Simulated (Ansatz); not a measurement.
`[O][SiH](O)O` radical, relaxed with UKS PBE-D4/def2-SVP in the Gaussian-basis code of Ansatz from a rough embedded geometry. The force threshold is 0.03 eV/Å; the program also tests the step.

Charge 0, multiplicity 2.

Start:

```xyz
7

O     0.648    0.913    1.420
Si   -0.236    0.245    0.110
O     0.377    0.918   -1.310
O    -0.004   -1.494    0.023
H    -1.663    0.540    0.216
H     1.332    0.661   -1.348
H    -0.455   -1.783    0.890
```

Q: By how much does the energy fall, and how many steps does the optimiser take? (Estimate.)

A: The calculation gave: 29.53 kJ/mol, in 7 steps, 1 of them rejected.

Q: Which bonds change most? (Estimate.)

A: Ansatz gave: Si2–O4 from 1.756 to 1.687 Å; O1–Si2 from 1.716 to 1.668 Å; O4–H7 from 1.019 to 0.975 Å; Si2–H5 from 1.461 to 1.492 Å.

Q: Give the relaxed structure. (Estimate.)

A: Computed: 
```xyz
7

O     0.678    0.767    1.426
Si   -0.221    0.262    0.115
O     0.349    0.840   -1.336
O     0.054   -1.398    0.228
H    -1.673    0.604    0.131
H     1.320    0.809   -1.424
H    -0.507   -1.884    0.859
```
